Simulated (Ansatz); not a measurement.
A run on `[OH][Al]([OH])[Cl]` with other settings.

```yaml
crystal:
  periodic: [false, false, false]
  atoms:
    - {symbol: O, position_ang: [-0.158318, 1.388036, -0.845207]}
    - {symbol: Al, position_ang: [-0.039705, -0.076197, -0.030219]}
    - {symbol: O, position_ang: [1.049745, -0.191005, 1.243461]}
    - {symbol: Cl, position_ang: [-1.218983, -1.712775, -0.585248]}
    - {symbol: H, position_ang: [-0.757131, 1.521497, -1.577669]}
    - {symbol: H, position_ang: [1.166494, -0.993456, 1.748782]}
basis:
  gaussian: {orbitals: def2-SVP, nuclear_model: gaussian}
total_charge: 1
magnetization: {spin_polarized: true, initial_magnetization: 1}
hamiltonian: {xc: {name: wB97M-V}}
output: {forces: true}
```

```sh
$ ansatz run in.yaml --threads 2 --pin off --events-out ev --progress --plain --max-ram 32768MiB --backend cpu
```

It prints (some lines left out):

```
Functional definition: wB97M-V
678 factors; integrals over basis functions are off by at most 8.0e-4 eV
180 factors; integrals over basis functions are off by at most 8.2e-6 eV
mean field evaluation 1: about -23211.6914 eV, gradient 6.5e1 eV
mean field evaluation 2: about -23182.4223 eV, gradient 1.1e2 eV
mean field evaluation 4: about -23227.5554 eV, gradient 2.6e0 eV
mean field evaluation 8: about -23227.8116 eV, gradient 7.7e-1 eV
mean field evaluation 16: about -23227.9323 eV, gradient 1.9e-1 eV
mean field evaluation 32: about -23227.9707 eV, gradient 2.6e-3 eV
mean field -23227.97073935 eV, -853.6121801870 hartree, gradient 6.0e-8 eV, S^2 0.759979; 6 other end points of the search recorded, 0 dependent functions left out
reference -23227.97078023 eV, -853.6121816893 hartree; 24, 23 occupied and 50, 51 virtual orbitals, 678 factors
Total energy: -23227.97078023 eV, -853.6121816893 hartree
Atom 0 at    -0.158318     1.388036    -0.845207 Å, force    -0.276885    -0.459805     0.173032 eV/Å
Atom 1 at    -0.039705    -0.076197    -0.030219 Å, force     0.689829     0.758445     0.174674 eV/Å
Atom 2 at     1.049745    -0.191005     1.243461 Å, force    -0.496207    -0.174122    -0.205480 eV/Å
Atom 3 at    -1.218983    -1.712775    -0.585248 Å, force    -0.311586    -0.323674    -0.064536 eV/Å
Atom 4 at    -0.757131     1.521497    -1.577669 Å, force    -0.241475     0.673085    -0.797593 eV/Å
Atom 5 at     1.166494    -0.993456     1.748782 Å, force     0.636324    -0.473929     0.719903 eV/Å
Dipole moment:    -0.165290    -0.266751    -0.106261 e Å
```

Run time 46 s (2 threads of a server CPU on a shared host); peak host memory 0.38 GiB.
